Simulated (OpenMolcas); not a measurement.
Computed levels of 4s2 4p3 in ions with 33 electrons, in cm-1 above 4S* 3/2.

```
Program             : OpenMolcas
Method              : CASSCF
Basis               : ANO-RCC-VQZP
Scalar Hamiltonian  : DKH2, point nucleus
Spin-orbit coupling : state interaction with AMFI integrals over the reference wave functions, term energies averaged over their components
```

Active space for each ion: 3 electrons in 3 orbitals (4p).

```json
{"Level": "2D* 3/2", "As": "14502", "Br2+": "19941"}
{"Level": "2D* 5/2", "As": "14688", "Br2+": "20672"}
{"Level": "2P* 1/2", "As": "24234", "Br2+": "34150"}
{"Level": "2P* 3/2", "As": "24481", "Br2+": "35137"}
```

Question: Estimate 2D* 3/2, 2D* 5/2 for Se+ from its neighbours As and Br2+.

Answer: 2D* 3/2 is another term, which grows about linearly with the charge: (14502 + 19941) / 2 = 17222. The calculation gives 17492, so the estimate is off by -1.5 %; the measured value is 13168 (NIST Handbook of Basic Atomic Spectroscopic Data).
2D* 5/2 is another term, which grows about linearly with the charge: (14688 + 20672) / 2 = 17680. The calculation gives 17889, so the estimate is off by -1.2 %; the measured value is 13784 (NIST Handbook of Basic Atomic Spectroscopic Data).

With the s shell closed, the reference lacks s² → p² mixing. Without dynamic correlation excited terms often stand tens of per cent too high (terms of higher spin than the ground term too low), and those without a measured partner can miss by more than the paired ones (holds for As; Se+). Computed and measured levels are paired by configuration, term and J; levels that our copy of the source lacks, or whose pairing is in doubt (as where it misses far off the trend of its configuration), stay unpaired and out of the deviations. Levels of configurations outside the active space are missing.

* marks odd parity.
